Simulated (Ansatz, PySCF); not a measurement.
NbOCl₃, SMILES [O]=[Nb]([Cl])([Cl])[Cl], multiplicity 1.

The structure is a stationary point at B3LYP-D3(BJ)/def2-SVP. The multiplicity is an assumed one; no other spin state was optimised. The isomer is the one that the SMILES or the coordinates give; other isomers of the formula were not compared. The def2 effective core potentials stand for the cores of Nb; spin–orbit coupling is left out.

Vertical ionisation energy (IE) and electron affinity (EA) in eV. Rows of orbital energies are one-electron estimates. Where ΔSCF, EOM or ADC give a negative EA the extra electron is unbound and the value depends on the basis.

| level | IE | EA |
|---|---|---|
| −ε(HOMO), −ε(LUMO), CAM-B3LYP/def2-TZVP (PySCF) | 11.21 | 2.44 |
| −ε(HOMO), −ε(LUMO), PBE/def2-TZVP (PySCF) | 8.39 | 4.15 |
| ΔSCF, PBE0/def2-SVPD (Ansatz), final states of multiplicity 2 and 2 | ? | ? |
| ΔSCF, PBE/def2-SVPD (Ansatz), final states of multiplicity 2 and 2 | 11.23 | 1.49 |

Fill in the missing entries. (The exact figures need the calculation; the answer reports its results.)


- ΔSCF, PBE0/def2-SVPD (Ansatz, a program for electronic structure), final states of multiplicity 2 and 2, IE: 11.86
- ΔSCF, PBE0/def2-SVPD (Ansatz), final states of multiplicity 2 and 2, EA: 1.90

What vertical singlet–triplet gap does ΔSCF give with PBE0/def2-SVPD (Ansatz) and with PBE/def2-SVPD (Ansatz)? (An estimate is asked for; the answer gives what the named calculation found.)

4.48 and 4.32 eV (triplet above singlet where positive).
